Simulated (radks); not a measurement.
Spherical quantum dot in the effective-mass picture: electrons in a hard-walled sphere of radius 7.76, with a point charge +1 (a donor) at the centre, all in effective atomic units (hartree* = m*/eps^2 hartree, bohr* = eps/m* bohr), one dielectric constant everywhere. Method: non-relativistic Kohn-Sham, LDA (Slater exchange, Perdew-Wang correlation), spin-polarised, spherical densities; computed with a radial shooting solver with Libxc functionals. Levels are named by radial order and angular momentum (1s, 1p, 1d, 2s, ...), and open shells are averaged over m.

N = 5, configuration 1s2 1p(up 3, down 0). This is the lowest configuration that the search found. Occupied and some empty levels:

level    occupation  eigenvalue (hartree*)  <r> (bohr*)
1s up             1                0.61901        3.261
1s down           1                0.62897        2.498
1p up             3                0.71656        4.986
2s up             0                0.75785        3.618
1p down           0                0.76086        4.968
2s down           0                0.77481        4.250
1d up             0                0.80732        5.291
1d down           0                0.85243        5.304
1f up             0                0.92353        5.505
1f down           0                0.96806        5.525

Energy (hartree*): total 0.955478, kinetic 0.96797, external -1.8541, Hartree 2.7091, exchange-correlation -0.86742.
